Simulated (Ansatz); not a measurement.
Total energies of Mg8S8 (started as a model of: 2x2x4 MgS rock-salt block) from Ansatz at PBE0-D4/def2-SVP, gas phase (1 Eh = 27.2114 eV = 2625.5 kJ/mol). The reference geometry is relaxed at r2SCAN-D4/def2-SVP.

Cartesian coordinates in Å:
```
Mg -0.2424 3.1915 2.0363
S 1.0077 2.0843 0.3043
Mg 1.5903 0.2773 -1.2394
S 2.7087 -1.0695 -2.9912
S -2.5177 3.1041 1.2065
Mg -1.4309 1.4252 -0.2545
S -0.8062 0.0651 -2.1905
Mg 0.3884 -1.6375 -3.3998
S -0.1895 1.5906 3.8550
Mg 0.5170 0.1591 1.9616
S 1.6530 -1.5331 0.6079
Mg 2.1668 -2.7932 -1.3762
Mg -2.3124 1.2389 2.7402
S -1.8549 -0.6159 1.2777
Mg -0.6769 -1.8613 -0.4683
S -0.0010 -3.6256 -2.0696
```

| state | geometry | energy (Eh) |
| --- | --- | --- |
| charge 0 singlet | reference | -4783.78602 |
| charge 1 doublet | reference | -4783.49039 |
| charge -1 doublet | reference | -4783.83686 |
| free Mg atom (singlet) | – | -199.88967 |
| free S atom (triplet) | – | -397.83788 |

(1) Work out the vertical ionisation energy to the doublet.

(2) Work out the vertical electron affinity, to the doublet.

(3) Give the fundamental gap IE − EA, the Mulliken electronegativity (IE + EA)/2 and the hardness (IE − EA)/2.

(4) What is the binding energy per atom against free atoms?

(1) E(charge 1 doublet) − E(charge 0 singlet) = -4783.49039 − (-4783.78602) = 0.29563 Eh = 8.04 eV. For comparison, −ε of the highest occupied level is 6.77 eV at this level, 1.27 eV less.

(2) E(charge 0 singlet) − E(charge -1 doublet) = -4783.78602 − (-4783.83686) = 0.05084 Eh = 1.38 eV. The basis lacks diffuse functions, which makes affinities too small.

(3) From the values in Eh: IE − EA = 0.29563 − 0.05084 = 0.24479 Eh = 6.66 eV; (IE + EA)/2 = 4.71 eV; (IE − EA)/2 = 3.33 eV. The HOMO–LUMO gap of the same run is 4.52 eV, 2.14 eV smaller than the fundamental gap.

(4) Atoms: 8 × (-199.88967) + 8 × (-397.83788) = -4781.82040 Eh. Binding: -4781.82040 − (-4783.78602) = 1.96562 Eh = 53.49 eV, or 3.34 eV for each of 16 atoms (no zero-point energy, no counterpoise term).
